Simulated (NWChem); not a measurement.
Species: ZrN3H5; SMILES [NH]=[Zr]([NH2])[NH2]

```xyz
9

Zr    -0.0425    -0.0001     0.2001
N     -1.7950     0.0058    -0.2791
H     -2.7541    -0.0025    -0.6128
N      0.8876     1.7872    -0.2533
H      0.4333     2.6179    -0.6280
H      1.8926     1.9495    -0.3153
N      0.8813    -1.7909    -0.2536
H      1.8856    -1.9559    -0.3184
H      0.4239    -2.6208    -0.6258
```
Atoms are numbered in this order, from 1.

All runs: NWChem. Medium grid unless said otherwise, to which SCAN and Minnesota functionals are sensitive. Structure relaxed at the PBE0/def2-SVP level. Not confirmed as a minimum by frequencies. def2 effective core potentials on Zr; no spin-orbit coupling. B3LYP is NWChem's, with the RPA form of VWN correlation. Total energies of different functionals are on different scales.

| level | energy (Ha) | highest occupied level (eV) | orbital gap (eV) | dipole (D) | relative time |
|---|---|---|---|---|---|
| B3LYP/def2-SVP | -214.2699 | -5.82 | 3.85 | 2.95 | 1 |
| PBE/def2-SVP | -214.0715 | -4.77 | 2.41 | 2.83 | 1 |
| M05-2X/def2-SVP | -214.1380 | -7.47 | 6.53 | 3.09 | 1 |
| SCAN/def2-SVP | -214.2115 | -5.02 | 2.95 | 2.98 | 1 |
| LRC-wPBEh/def2-SVP | -214.0819 | -7.94 | 7.81 | 3.02 | 4 |
| LDA (Slater exchange, PW92)/def2-SVP | -212.7811 | -4.93 | 2.40 | 2.81 | 1 |
| M06-2X/def2-SVP | -214.0692 | -7.41 | 6.17 | 3.00 | 1 |

Times are rough ratios from one shared machine.
